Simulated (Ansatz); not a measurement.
The cluster Hf₃O₆, relaxed as a singlet with RKS PBE-D4/def2-SVP in Ansatz, starting from the GFN1-xTB geometry. Force threshold 0.03 eV/Å.

In the def2 sets Hf takes a core potential; there is no spin–orbit coupling. The structure holds 1 bond(s) between oxygen atoms. Another isomer (singlet) lies 3.38 eV lower at PBE0-D4/def2-TZVP; other spin states weren't run for this one.

Start:

```xyz
9

Hf   -1.5850   -0.3363    1.2491
Hf    0.9053   -1.7966    0.6676
Hf    0.8081    0.7756   -0.8367
O    -3.3423   -0.5431    1.2329
O    -0.5598    1.0996    0.4605
O     1.3690    2.0219   -2.1022
O     2.0642   -0.5370   -0.0568
O    -0.3031   -1.6411    2.0671
O     0.6437    0.9570   -2.6815
```

```tsv
step	energy (eV)	largest force component (eV/Å)	SCF passes
1	-16189.3339	4.298	48
2	-16190.5598	1.876	35
3	-16190.8863	0.905	35
4	-16191.0544	0.362	35
5	-16191.0734	0.927	37
6	-16191.0885	0.415	30
7	-16191.1098	0.266	31
8	-16191.1109	0.237	32
9	-16191.1147	0.034	26
10	-16191.1152	0.030	25
```

Force components are those of the run's own axes.

End:

```
atom    x (Å)    y (Å)    z (Å)
 Hf1  -1.5048  -0.0881   1.5400
 Hf2   0.7484  -2.0448   0.5208
 Hf3   0.8059   0.9141  -0.6640
  O4  -2.8928  -0.7384   0.6122
  O5  -0.6004   1.4421   0.6218
  O6   1.3189   1.9538  -2.2775
  O7   1.9496  -0.6346   0.1219
  O8  -0.1871  -1.6221   2.0955
  O9   0.3623   0.8180  -2.5707
```

By distances, no bond broke or formed. The bond that changes most is Hf3–O6, from 1.86 to 1.99 Å (atoms count from 1).

No frequencies were taken in this run, so the end may be a saddle point.

Hardware: 4 threads of Intel Xeon 6975P-C on a shared host. Wall time 15 s.
